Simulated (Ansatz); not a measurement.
C2H10NO4Ta, SMILES `C[N](C)[Ta]([OH])([OH])([OH])[OH]`. Charge 0, multiplicity 1. Correlated methods include outer-core shells of Ta, which these sets cover unevenly. Ta takes the def2 core potential.

Z-matrix (Å, degrees):
```
Ta
O 1 1.932
N 1 1.965 2 98.0
C 1 3.014 2 78.7 3 13.6
O 1 1.932 2 163.9 3 -179.9
O 1 1.947 2 88.9 3 -113.6
C 1 3.015 2 116.9 3 -14.9
O 1 1.946 2 84.8 3 113.0
H 1 2.524 2 69.0 3 -112.1
H 1 2.523 2 104.3 3 116.9
H 2 0.956 1 129.8 3 -133.4
H 4 1.098 1 123.0 2 138.1
H 4 1.090 1 77.9 2 33.9
H 4 1.098 1 124.2 2 -69.7
H 5 0.956 1 129.5 2 47.2
H 7 1.090 1 77.9 2 -141.8
H 7 1.098 1 123.0 2 -37.6
H 7 1.098 1 124.1 2 114.6
```

**Question.** Give the diagnostics of a CCSD(T)/def2-TZVPP run (frozen core, Ansatz). (An estimate is asked.)

**Answer.** Computed: T1 = 0.0171, largest single amplitude 0.048, largest double 0.029, (T) share of the correlation energy 4.1 %, 12 CCSD cycles. The RHF solution is stable towards an unrestricted one. T1 lies under the customary mark of 0.02 for closed shells.
